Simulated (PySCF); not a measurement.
Computed spin Hamiltonian

Compound: C5H5O2S (doublet state).
Atom-mapped SMILES: `[CH:1]#[C:2][C:3]1[CH2:4][CH2:5][S:6]1(=[O:7])=[O:8]` (hydrogens: H9 on C1; H10, H11 on C4; H12, H13 on C5)

The calculation used UKS B3LYP, pcH-1 on C H O S, non-relativistic, mean-field spin-orbit, GIAO in PySCF 2.14.0. Geometry: GFN2-xTB; no solvent, vibrations or thermal averaging. The geometry wasn't refined by DFT: couplings that depend on bond lengths, twists or pyramidal angles can differ widely from those at the functional's own minimum. Stability of the SCF solution: not tested.

* g1, g2, g3: 2.00168, 2.00233, 2.00297
* g_iso: 2.00233
* Form of g: rhombic: the two nearest values differ by 50 % of g3 − g1
* ⟨S²⟩: 0.7685 (exact 0.7500)
* α and β electrons: 34, 33
* Basis functions: 260

Hyperfine couplings atom by atom, in 10⁻⁴ cm⁻¹; T1 to T3 are the principal values of the dipolar part (1 × 10⁻⁴ cm⁻¹ = 2.998 MHz):

```csv
atom,isotope,a_iso,of which spin–orbit,T1,T2,T3,Mulliken spin population
C1,13C,14.8,0.0,-14.7,-10.8,25.4,0.53
C2,13C,-20.6,0.0,-6.8,-0.6,7.4,-0.24
C3,13C,24.6,0.0,-20.0,-18.9,38.9,0.68
C4,13C,-8.9,0.0,-0.5,0.1,0.4,-0.06
C5,13C,-0.7,0.0,-0.5,-0.1,0.6,0.00
S6,33S,-4.3,0.0,-0.9,0.3,0.6,-0.03
O7,17O,-1.0,0.0,-5.1,2.4,2.7,0.03
O8,17O,-1.0,0.0,-5.0,2.4,2.6,0.03
H9,1H,-13.7,0.0,-6.4,-0.7,7.1,-0.02
H10,1H,29.0,0.0,-1.2,-0.8,2.0,0.04
H11,1H,29.1,0.0,-1.2,-0.8,2.0,0.04
H12,1H,-0.8,0.0,-0.6,-0.5,1.0,0.00
H13,1H,-0.8,0.0,-0.6,-0.5,1.0,0.00
```

Largest spin populations (Mulliken): C3 (+0.68), C1 (+0.53), C2 (-0.24) and C4 (-0.06). The angles at C3 add up to 360.0°, so it is planar.

Axes: g1 points within 6° of the C3–C4 bond and g3 points within 3° of the C3–S6 bond.

Under fast tumbling the dipolar parts average out, and these isotropic splittings remain: 2 × 1H (H10/H11, I = 1/2, 3 lines) with 3.11 mT, 1 × 1H (H9, I = 1/2, 2 lines) with 1.46 mT and 2 × 1H (H12/H13, I = 1/2, 3 lines) with 0.09 mT.

Means are taken over nuclei equivalent by connectivity, which assumes that they swap fast.

The 33S coupling of S6 (-13.0 MHz) shows only in satellite lines or after enrichment, since that isotope makes up about 0.76 % of natural sulfur.

The 13C coupling of C3 (73.8 MHz) shows only in satellite lines or after enrichment, since that isotope makes up about 1.07 % of natural carbon.

Hardware: an Arm Neoverse V2 with one thread, on a shared host. Cost: 62 s wall (with the writing of density and orbital grids), 1.0 GiB resident at most.
